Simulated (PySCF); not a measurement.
## `CN(C)[SiH]1CC1`: 4 charge schemes on one density

Species: C4H11NSi.
SMILES with atom numbers: `[CH3:1][N:2]([CH3:3])[SiH:4]1[CH2:5][CH2:6]1` (hydrogens: H7, H8, H9 on C1; H10, H11, H12 on C3; H13 on Si4; H14, H15 on C5; H16, H17 on C6)

Cartesian coordinates in Å at the GFN2-xTB level; atoms count from 1:
```xyz
17
C4H11NSi angstrom
C     -1.5890   -1.2799   -0.0677
N     -0.8444   -0.0438   -0.0440
C     -1.7050    1.1133   -0.1052
Si     0.6767    0.0407    0.7481
C      2.0496    0.8734   -0.2224
C      2.1365   -0.6643   -0.1970
H     -2.2478   -1.3810    0.8043
H     -0.8999   -2.1202   -0.0820
H     -2.2109   -1.3158   -0.9664
H     -2.3239    1.0631   -1.0054
H     -1.1012    2.0160   -0.1433
H     -2.3737    1.1753    0.7626
H      0.7433    0.0575    2.2058
H      2.8412    1.3918    0.2979
H      1.8584    1.3133   -1.1904
H      2.0055   -1.1559   -1.1500
H      2.9774   -1.0713    0.3451
```

Density: PBE0/pcSseg-1 (PySCF); schemes: Mulliken, IAO, Hirshfeld and ESP-fitted. Isolated species at its GFN2-xTB geometry (one conformer only).

Question: Atoms with like bonding are taken together and averaged. At which atom do the 4 schemes differ most?

Answer: At N2: from -0.776 (Mulliken) to -0.011 e (ESP-fitted), 0.765 e apart.

Question: For which atoms does the sign change between the 4 schemes (beyond +0.03 e in one, beyond −0.03 e in another)?

Answer: For none.

Question: Which atoms carry the highest charge in the Mulliken, IAO, Hirshfeld and ESP-fitted schemes?

Answer: All schemes agree: Mulliken Si4 (+0.711); IAO Si4 (+0.884); Hirshfeld Si4 (+0.350); ESP-fitted Si4 (+0.185).

Question: What partial charge does each atom carry?

Answer: In e; atoms taken as equivalent share a row and are averaged (×n: the atom named and its like, n in all):

| atom | environment | Mulliken | IAO | Hirshfeld | ESP-fitted |
| --- | --- | --- | --- | --- | --- |
| C1/C3 | N-methyl carbon | -0.067 | -0.297 | -0.070 | -0.324 |
| N2 | silicon-bound nitrogen | -0.776 | -0.492 | -0.171 | -0.011 |
| Si4 | SiH silicon | +0.711 | +0.884 | +0.350 | +0.185 |
| C5/C6 | sp3 carbon bound to silicon | -0.466 | -0.536 | -0.175 | -0.378 |
| H7 (×6) | methyl hydrogen | +0.108 | +0.133 | +0.039 | +0.112 |
| H13 | Si–H hydrogen | -0.082 | -0.137 | -0.075 | -0.013 |
| H14/H17 | methylene hydrogen | +0.139 | +0.151 | +0.036 | +0.148 |
| H15/H16 | methylene hydrogen | +0.144 | +0.154 | +0.040 | +0.138 |

Mean size of the charges over all atoms: IAO 0.270 e, Mulliken 0.226 e, ESP-fitted 0.168 e, Hirshfeld 0.087 e. Each set sums to the total charge, 0, to within 0.001 e. The ESP scheme fits charges at the nuclei, held to the total charge, to the electrostatic potential on points at 1.4 to 2.0 times the van der Waals radii. The Hirshfeld scheme weights the molecular density at each point by an atom's share of the summed free-atom densities.

Some averages cover members that differ in this geometry: H7 (×6), IAO +0.115 to +0.148; H7 (×6), Mulliken +0.094 to +0.120 e.

Question: How many electrons does the Hirshfeld scheme count on C6?

Answer: Its own charge is -0.175 e, so Z − q = 6.175.

Question: Sum the charges by element, for elements with more than one atom.

Answer: 
```
element  atoms  Mulliken     IAO  Hirshfeld  ESP-fitted
      C      4    -1.065  -1.666     -0.490      -1.403
      H     11    +1.131  +1.274     +0.311      +1.229
```

Question: How closely do the schemes follow one another over all atoms?

Answer: Correlation coefficient and root-mean-square difference: IAO with Hirshfeld 0.99, 0.225 e; Mulliken with Hirshfeld 0.94, 0.208 e; Mulliken with IAO 0.94, 0.117 e; IAO with ESP-fitted 0.81, 0.216 e; Hirshfeld with ESP-fitted 0.72, 0.142 e; Mulliken with ESP-fitted 0.64, 0.244 e.

The run behind these numbers computed NMR shieldings as well. Hardware: one thread of an Arm Neoverse N1 (shared host). Cost: 45 s wall (grids of density and orbitals included), 0.75 GiB resident at most.
